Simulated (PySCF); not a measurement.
Species: C5H8N2OS.
Atom-mapped SMILES: `[CH3:1][O:2][CH2:3][CH2:4][c:5]1[n:6][cH:7][n:8][s:9]1` (hydrogens: H10, H11, H12 on C1; H13, H14 on C3; H15, H16 on C4; H17 on C7)

Geometry (GFN2-xTB, Å), atoms numbered from 1 in this order:
```
atom  x, y, z in Å
C1    -2.4617    0.0512    1.0730
O2    -1.3139   -0.5399    0.5204
C3    -1.0801   -0.1783   -0.8215
C4     0.2976   -0.7101   -1.2105
C5     1.3410   -0.1271   -0.3343
N6     2.5463    0.1886   -0.6876
C7     3.2079    0.6888    0.3733
N8     2.5858    0.7759    1.5120
S9     1.0586    0.2141    1.3488
H10   -3.3639   -0.2584    0.5326
H11   -2.5201   -0.2897    2.1043
H12   -2.3946    1.1456    1.0513
H13   -1.1061    0.9176   -0.9286
H14   -1.8547   -0.6062   -1.4749
H15    0.2993   -1.7970   -1.0890
H16    0.5239   -0.4763   -2.2510
H17    4.2277    1.0132    0.2718
```

Method used: TDDFT PBE0/def2-SVPD, vertical, gas phase, core orbitals frozen in the response in PySCF.

Problem. List the vertical singlet excitations with oscillator strengths and describe the spectrum.

Solution. 

| state | E (eV) | λ (nm) | f | main configurations (H = HOMO, L = LUMO) |
| --- | --- | --- | --- | --- |
| S1 | 5.23 | 237.2 | 0.0013 | H-1→L (95%) |
| S2 | 5.77 | 214.9 | 0.072 | H→L (87%) |
| S3 | 5.82 | 213.0 | 0.0062 | H-2→L (49%), H-4→L (30%), H-3→L (14%) |
| S4 | 6.16 | 201.3 | 0.011 | H-2→L (43%), H-4→L (40%), H-3→L (13%) |
| S5 | 6.60 | 188.0 | 0.049 | H-3→L (61%), H-4→L (24%) |
| S6 | 6.71 | 184.7 | 0.0028 | H→L+2 (65%), H→L+1 (27%) |

Triplets, Tamm–Dancoff:

| state | E (eV) | λ (nm) | main configurations (H = HOMO, L = LUMO) |
| --- | --- | --- | --- |
| T1 | 4.00 | 309.6 | H→L (92%) |
| T2 | 4.79 | 258.7 | H-1→L (90%) |

The lowest singlet lies at 5.23 eV (237 nm, ultraviolet) and is very weak; its leading configuration is HOMO-1→LUMO (95%). The strongest level in the table is S2 at 5.77 eV (215 nm, f = 0.072). Löwdin shares by element: HOMO carbon 35% or more, sulfur 32%, nitrogen 18% or more; LUMO nitrogen 30%, carbon 24% or more, sulfur 24% (atoms not listed hold the other 22%). Orbital energies (eV): HOMO-3 -8.60, HOMO-2 -8.09, HOMO-1 -7.99, HOMO -7.55, LUMO -1.00, LUMO+1 0.40, LUMO+2 0.80. The oscillator strengths of these states sum to 0.143; summed over the whole spectrum of an exact calculation they would give the number of electrons, 76 (Thomas–Reiche–Kuhn). Of the 6 states listed, 3 reach f = 0.01 and none stays under 0.0005. Singlets were solved by full linear response, triplets in the Tamm–Dancoff approximation.

Time: 56 s; peak memory 1.0 GiB. Hardware: one thread, Arm Neoverse V2 (aarch64), no GPU, on a shared host.

One conformer stands for the species.
